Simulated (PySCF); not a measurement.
A calculated (wB97X, PySCF 2.14, aug-cc-pCVTZ-DK, scalar relativity by spin-free X2C-1e) atom or ion has these occupied shells.

```csv
shell,electrons,orbital energy (eV),"rms radius, mean of both spins (bohr)"
1s α,1,-2103.2,0.120
1s β,1,-2102.9,0.120
2s α,1,-182.66,0.566
2s β,1,-182.41,0.566
2p α,3,-131.68,0.543
2p β,3,-131.22,0.543
3s α,1,-19.847,2.09
3s β,1,-15.744,2.09
3p α,3,-9.773,2.49
```

Task: Name the element and its charge.

Result: P (phosphorus, neutral), in [Ne] 3s2 3p3, high-spin 4S determinant.
